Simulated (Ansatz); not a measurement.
Program: Ansatz. Geometries: PBE0-D4/def2-TZVP. ΔE: electronic, gas phase. CCSD(T)/CBS is the MP2 limit (def2-TZVPP, def2-QZVPP) plus CCSD(T) − MP2 in def2-TZVPP, frozen cores. This one scheme is used for every species. DFT in def2-TZVPP. B3LYP here is the variant with VWN-RPA as its local correlation; programs differ in this. One conformer a species, not always the lowest.

Reaction (substitution at a C–Si bond): `SC[SiH2]SS` + CH₃OH → `COCS` + `[SiH3]SS`

```json
{"level": "r2SCAN-D4", "ΔE (kJ/mol)": "50.3", "difference from CCSD(T)/CBS": "-9.1"}
{"level": "PBE0-D4", "ΔE (kJ/mol)": "54.9", "difference from CCSD(T)/CBS": "-4.5"}
{"level": "B3LYP-D4", "ΔE (kJ/mol)": "49.8", "difference from CCSD(T)/CBS": "-9.6"}
{"level": "ωB97X-V", "ΔE (kJ/mol)": "50.5", "difference from CCSD(T)/CBS": "-8.9"}
{"level": "ωB97M-V", "ΔE (kJ/mol)": "55.1", "difference from CCSD(T)/CBS": "-4.3"}
{"level": "B2PLYP", "ΔE (kJ/mol)": "51.0", "difference from CCSD(T)/CBS": "-8.4"}
{"level": "PBE", "ΔE (kJ/mol)": "47.1", "difference from CCSD(T)/CBS": "-12.3"}
{"level": "PBE0", "ΔE (kJ/mol)": "52.6", "difference from CCSD(T)/CBS": "-6.8"}
{"level": "B3LYP", "ΔE (kJ/mol)": "46.1", "difference from CCSD(T)/CBS": "-13.3"}
{"level": "MP2/def2-TZVPP", "ΔE (kJ/mol)": "61.4", "difference from CCSD(T)/CBS": "2.0"}
{"level": "SCS-MP2/def2-TZVPP", "ΔE (kJ/mol)": "56.2", "difference from CCSD(T)/CBS": "-3.2"}
{"level": "CCSD/def2-TZVPP", "ΔE (kJ/mol)": "55.3", "difference from CCSD(T)/CBS": "-4.1"}
{"level": "CCSD(T)/def2-TZVPP", "ΔE (kJ/mol)": "54.7", "difference from CCSD(T)/CBS": "-4.7"}
{"level": "HF/def2-QZVPP", "ΔE (kJ/mol)": "48.2", "difference from CCSD(T)/CBS": "-11.2"}
{"level": "MP2/def2-QZVPP", "ΔE (kJ/mol)": "64.2", "difference from CCSD(T)/CBS": "4.8"}
{"level": "HF/CBS(def2)", "ΔE (kJ/mol)": "48.2", "difference from CCSD(T)/CBS": "-11.2"}
{"level": "CCSD(T)/CBS", "ΔE (kJ/mol)": "59.4", "difference from CCSD(T)/CBS": "0"}
```

Largest T1 diagnostic among the species: 0.012.

The D4 term adds +3.7 kJ/mol with B3LYP and +2.3 kJ/mol with PBE0; it sums over pairs of atoms, weighted by their polarisabilities, and B3LYP, whose exchange is more repulsive, gets the larger term. From PBE to PBE0 (25 % exact exchange), in def2-TZVPP and without D4, ΔE moves by +5.5 kJ/mol.
